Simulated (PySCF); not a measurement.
Compound: C4H9NSSi2.
Structure used (PBE0-D3(BJ)/def2-SVP), in Å, numbered top down from 1:
```xyz
17
C4H9NSSi2 angstrom
Si    -1.8492    1.0403    0.3898
N     -1.0466   -0.4685   -0.0618
Si    -1.9376   -1.9281   -0.5110
C      0.3481   -0.4725   -0.0473
C      1.2086    0.5044    0.4086
C      2.5782    0.1507    0.2508
C      2.7576   -1.0793   -0.3152
S      1.2475   -1.8281   -0.6774
H     -1.5460    1.4027    1.8073
H     -3.3113    0.8199    0.2246
H     -1.3817    2.1522   -0.4899
H     -3.3842   -1.6102   -0.3713
H     -1.5604   -3.0608    0.3854
H     -1.6287   -2.3167   -1.9199
H      0.8763    1.4435    0.8532
H      3.4058    0.7931    0.5550
H      3.6866   -1.5986   -0.5428
```

All values: wB97X-D/def2-SVPD (PySCF, non-relativistic), on one gas-phase PBE0-D3(BJ)/def2-SVP geometry that isn't relaxed in the solvent. The solvent is an IEF-PCM continuum (Bondi radii, 1.10 Å for H, scaled by 1.2), and excitations are vertical TDDFT with non-equilibrium linear response and a frozen core. The model holds no explicit solvent molecules, cavitation or dispersion.

Gas-phase singlets (H = HOMO, L = LUMO):

| state | E (eV) | λ (nm) | f | leading configuration |
| --- | --- | --- | --- | --- |
| S1 | 4.916 | 252 | 0.008 | H→L+1 60% |
| S2 | 5.073 | 244 | 0.202 | H→L 71% |
| S3 | 5.606 | 221 | 0.002 | H→L+2 75% |
| S4 | 5.935 | 209 | 0.015 | H-1→L 60% |
| S5 | 6.019 | 206 | 0.003 | H-1→L+1 62% |

Question: What are the lowest 5 singlets in benzene (ε = 2.271)?

Answer: 
| state | E (eV) | λ (nm) | f | leading configuration | change by rank (eV) |
| --- | --- | --- | --- | --- | --- |
| S1 | 4.926 | 252 | 0.072 | H→L+1 44% | +0.010 |
| S2 | 4.996 | 248 | 0.213 | H→L 53% | -0.077 |
| S3 | 5.606 | 221 | 0.003 | H→L+2 79% | 0.000 |
| S4 | 5.926 | 209 | 0.032 | H-1→L 64% | -0.009 |
| S5 | 6.048 | 205 | 0.003 | H-1→L+1 66% | +0.029 |

Question: How does the list change in chloroform (ε = 4.711)?

Answer: 
```tsv
state	E (eV)	λ (nm)	f	leading configuration	change by rank (eV)
S1	4.939	251	0.097	H→L 50%	+0.023
S2	5.003	248	0.180	H→L 46%	-0.070
S3	5.610	221	0.003	H→L+2 81%	+0.004
S4	5.939	209	0.030	H-1→L 63%	+0.004
S5	6.079	204	0.002	H-1→L+1 67%	+0.060
```

Question: How do the frontier levels move from gas to chloroform?

Answer: 
| orbital | gas (eV) | solvent (eV) | change (eV) | Löwdin shares, gas | Löwdin shares, solvent |
| --- | --- | --- | --- | --- | --- |
| LUMO+2 | 1.78 | 1.82 | +0.04 | Si1 25 %, Si3 22 %, S8 14 %, H11 4 % | Si1 22 %, Si3 21 %, S8 17 %, C4 4 % |
| LUMO+1 | 1.47 | 1.53 | +0.06 | S8 22 %, Si3 19 %, Si1 9 %, H14 7 % | S8 25 %, Si3 19 %, Si1 8 %, H14 7 % |
| LUMO | 1.39 | 1.37 | -0.02 | S8 20 %, C7 17 %, C4 16 %, C6 12 % | S8 20 %, C7 18 %, C4 18 %, C6 13 % |
| HOMO | -7.71 | -7.73 | -0.02 | C7 22 %, N2 22 %, C4 15 %, C5 15 % | N2 22 %, C7 21 %, C5 15 %, C4 15 % |
| HOMO-1 | -9.07 | -9.14 | -0.07 | S8 43 %, C5 18 %, C6 18 %, C4 8 % | S8 43 %, C5 18 %, C6 18 %, C7 8 % |
| HOMO-2 | -10.55 | -10.51 | +0.04 | N2 24 %, C7 10 %, Si1 10 %, C4 10 % | N2 23 %, Si1 10 %, C4 10 %, C7 10 % |
| HOMO-3 | -11.21 | -11.16 | +0.05 | S8 24 %, Si3 16 %, Si1 10 %, H12 8 % | S8 18 %, Si3 18 %, Si1 12 %, H12 10 % |

The HOMO–LUMO gap goes from 9.10 to 9.10 eV.

The run took about 1.6 min of CPU time (one thread, shared machine). This is the whole response run at wB97X-D/def2-SVPD in chloroform, SCF included.
